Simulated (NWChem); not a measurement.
System: GaN$_{2}$H$_{4}$F; SMILES [NH2][Ga]([NH2])[F]

NWChem input:

```
start job
memory heap 200 mb stack 900 mb global 1100 mb
geometry units angstroms noautoz
  Ga     0.000000     0.000000     0.019084
  F      0.000000     0.000000     1.795050
  N     -1.640966    -0.024308    -0.781246
  H     -1.742132     0.373414    -1.718007
  H     -2.441924     0.233228    -0.198749
  N      1.640966     0.024308    -0.781246
  H      1.742132    -0.373414    -1.718007
  H      2.441924    -0.233228    -0.198749
end
basis spherical
  * library pcseg-1
end
dft
  xc xpbe96 cpbe96
  iterations 150
  mulliken
end
task dft energy
```

Parts of the log:

```
             Northwest Computational Chemistry Package (NWChem) 7.3.0
             --------------------------------------------------------

 C2  symmetry detected

                             Geometry "geometry" -> ""
                             -------------------------

 Output coordinates in angstroms (scale by  1.889725989 to convert to a.u.)

  No.       Tag          Charge          X              Y              Z
 ---- ---------------- ---------- -------------- -------------- --------------
    1 Ga                  31.0000     0.00000000     0.00000000    -0.01498666
    2 F                    9.0000     0.00000000     0.00000000     1.76097934
    3 N                    7.0000    -1.64044561    -0.04794252    -0.81531666
    4 H                    1.0000    -1.74733004     0.34828099    -1.75207766
    5 H                    1.0000    -2.44503015     0.19802949    -0.23281966
    6 N                    7.0000     1.64044561     0.04794252    -0.81531666
    7 H                    1.0000     1.74733004    -0.34828099    -1.75207766
    8 H                    1.0000     2.44503015    -0.19802949    -0.23281966

 Effective nuclear repulsion energy (a.u.)     290.0805772779

      Symmetry information
      --------------------

 Group name             C2
 Group number              4
 Group order               2
 No. of unique centers     5

  pbe96 is a nonlocal functional; adding pw91lda local functional.

                                 NWChem DFT Module
                                 -----------------

 Summary of "ao basis" -> "ao basis" (spherical)
 ------------------------------------------------------------------------------
       Tag                 Description            Shells   Functions and Types
 ---------------- ------------------------------  ------  ---------------------
 Ga                         pcseg-1                 11       27   5s4p2d
 F                          pcseg-1                  6       14   3s2p1d
 N                          pcseg-1                  6       14   3s2p1d
 H                          pcseg-1                  3        5   2s1p

      Symmetry analysis of basis
      --------------------------

        a          47
        b          42

            General Information
            -------------------
          SCF calculation type: DFT
          Wavefunction type:  closed shell.
          No. of atoms     :     8
          No. of electrons :    58
           Alpha electrons :    29
            Beta electrons :    29
          Charge           :     0
          Spin multiplicity:     1
          Use of symmetry is: on ; symmetry adaption is: on
          Maximum number of iterations: 150
          AO basis - number of functions:    89
                     number of shells:    41
          Convergence on energy requested:  1.00D-06
          Convergence on density requested:  1.00D-05
          Convergence on gradient requested:  5.00D-04

              XC Information
              --------------
          PerdewBurkeErnzerhof Exchange Functional  1.000
            Perdew 1991 LDA Correlation Functional  1.000 local
           PerdewBurkeErnz. Correlation Functional  1.000 non-local

             Grid Information
             ----------------
          Grid used for XC integration:  medium
          Radial quadrature: Mura-Knowles
          Angular quadrature: Lebedev.
          Tag              B.-S. Rad. Rad. Pts. Rad. Cut. Ang. Pts.
          ---              ---------- --------- --------- ---------
          Ga                  1.30      112           9.0       590
          F                   0.50       49          11.0       434
          N                   0.65       49          11.0       434
          H                   0.35       45          12.0       434
          Grid pruning is: on
          Number of quadrature shells:   300
          Spatial weights used:  Erf1

      Superposition of Atomic Density Guess
      -------------------------------------

 Sum of atomic energies:       -2132.87069276

      Non-variational initial energy
      ------------------------------

 Total energy =   -2133.916810
 1-e energy   =   -3550.242569
 2-e energy   =    1126.245182
 HOMO         =      -0.360489
 LUMO         =      -0.051483

      Symmetry analysis of molecular orbitals - initial
      -------------------------------------------------

  Numbering of irreducible representations:

     1 a           2 b

  Orbital symmetries:

     1 a           2 a           3 b           4 a           5 b
     6 a           7 a           8 b           9 a          10 b
    11 a          12 b          13 a          14 a          15 b
    16 a          17 a          18 b          19 b          20 a
    21 a          22 b          23 a          24 b          25 b
    26 a          27 b          28 b          29 a          30 a
    31 b          32 b          33 a          34 a          35 b
    36 a          37 b          38 a          39 b

     ---------------------------------------------
      Total Density - Mulliken Population Analysis
     ---------------------------------------------

    Atom       Charge   Shell Charges
 -----------   ------   -------------------------------------------------------
    1 Ga  31    29.38   2.00  2.00  2.00  0.55  0.13  6.00  5.98  0.44  0.15 10.02  0.11
    2 F    9     9.77   2.00  0.97  1.00  3.65  2.16  0.00
    3 N    7     8.00   2.00  0.86  0.69  2.62  1.82  0.01
    4 H    1     0.71   0.60  0.07  0.04
    5 H    1     0.71   0.61  0.07  0.04
    6 N    7     8.00   2.00  0.86  0.69  2.62  1.82  0.01
    7 H    1     0.71   0.60  0.07  0.04
    8 H    1     0.71   0.61  0.07  0.04

   convergence    iter        energy       DeltaE   RMS-Dens  Diis-err
 ---------------- ----- ----------------- --------- --------- ---------
 d= 0,ls=0.0,diis     1  -2135.8091442191 -2.43D+03  2.01D-02  1.03D+00
 d= 0,ls=0.0,diis     2  -2135.4850844935  3.24D-01  1.31D-02  4.66D+00
 d= 0,ls=0.0,diis     3  -2135.9121736177 -4.27D-01  3.44D-03  1.20D-01
 d= 0,ls=0.0,diis     4  -2135.9139161756 -1.74D-03  1.88D-03  8.82D-02
 d= 0,ls=0.0,diis     5  -2135.9233706085 -9.45D-03  2.87D-04  7.72D-04
  Resetting Diis
 d= 0,ls=0.0,diis     6  -2135.9234575312 -8.69D-05  5.95D-05  1.57D-05
 d= 0,ls=0.0,diis     7  -2135.9234594123 -1.88D-06  3.03D-05  1.84D-06
 d= 0,ls=0.0,diis     8  -2135.9234590855  3.27D-07  1.67D-05  5.54D-06
 d= 0,ls=0.0,diis     9  -2135.9234596170 -5.31D-07  4.09D-06  2.79D-07

         Total DFT energy =    -2135.923459617030
      One electron energy =    -3553.441947078328
           Coulomb energy =     1227.790327190800
    Exchange-Corr. energy =     -100.352417007399
 Nuclear repulsion energy =      290.080577277897

 Numeric. integr. density =       58.000011015441

                  Occupations of the irreducible representations
                  ----------------------------------------------

                     irrep           alpha         beta
                     --------     --------     --------
                     a                16.0         16.0
                     b                13.0         13.0

                       DFT Final Molecular Orbital Analysis
                       ------------------------------------

 Vector   27  Occ=2.000000D+00  E=-2.951280D-01  Symmetry=b
              MO Center=  5.7D-15, -9.2D-16,  1.3D+00, r^2= 1.8D+00
   Bfn.  Coefficient  Atom+Function         Bfn.  Coefficient  Atom+Function
  ----- ------------  ---------------      ----- ------------  ---------------
    31      0.607902  2 F  px                34      0.404618  2 F  px
    21      0.138275  1 Ga d  1              32      0.127104  2 F  py
    45      0.122930  3 N  px                69      0.122930  6 N  px
    44      0.090276  3 N  s                 68     -0.090276  6 N  s
    35      0.086432  2 F  py                26     -0.076964  1 Ga d  1

 Vector   28  Occ=2.000000D+00  E=-2.367898D-01  Symmetry=b
              MO Center=  1.9D-13,  5.5D-15, -6.2D-01, r^2= 3.7D+00
   Bfn.  Coefficient  Atom+Function         Bfn.  Coefficient  Atom+Function
  ----- ------------  ---------------      ----- ------------  ---------------
    46      0.349023  3 N  py                70      0.349023  6 N  py
    49      0.283156  3 N  py                73      0.283156  6 N  py
    32     -0.161677  2 F  py                13      0.149204  1 Ga py
    16      0.132279  1 Ga py                35     -0.113878  2 F  py
    45      0.113057  3 N  px                69      0.113057  6 N  px

 Vector   29  Occ=2.000000D+00  E=-2.182397D-01  Symmetry=a
              MO Center= -2.1D-13, -8.6D-15, -7.9D-01, r^2= 3.7D+00
   Bfn.  Coefficient  Atom+Function         Bfn.  Coefficient  Atom+Function
  ----- ------------  ---------------      ----- ------------  ---------------
    46      0.401358  3 N  py                70     -0.401358  6 N  py
    49      0.330725  3 N  py                73     -0.330725  6 N  py
    44     -0.108296  3 N  s                 68     -0.108296  6 N  s
    18      0.101043  1 Ga d -2               4      0.077233  1 Ga s
    43     -0.077315  3 N  s                 67     -0.077315  6 N  s

 Vector   30  Occ=0.000000D+00  E=-4.729100D-02  Symmetry=a
              MO Center= -1.9D-14, -1.8D-15, -2.8D-01, r^2= 5.0D+00
   Bfn.  Coefficient  Atom+Function         Bfn.  Coefficient  Atom+Function
  ----- ------------  ---------------      ----- ------------  ---------------
     5      0.730824  1 Ga s                 44     -0.562774  3 N  s
    68     -0.562774  6 N  s                  4      0.348360  1 Ga s
     3     -0.301419  1 Ga s                 57      0.274334  4 H  s
    81      0.274334  7 H  s                 30     -0.208561  2 F  s
    62      0.194555  5 H  s                 86      0.194555  8 H  s

[...]
```

Level: PBE/pcseg-1. The geometry was optimised at PBE-D3(BJ)/def2-SVP.
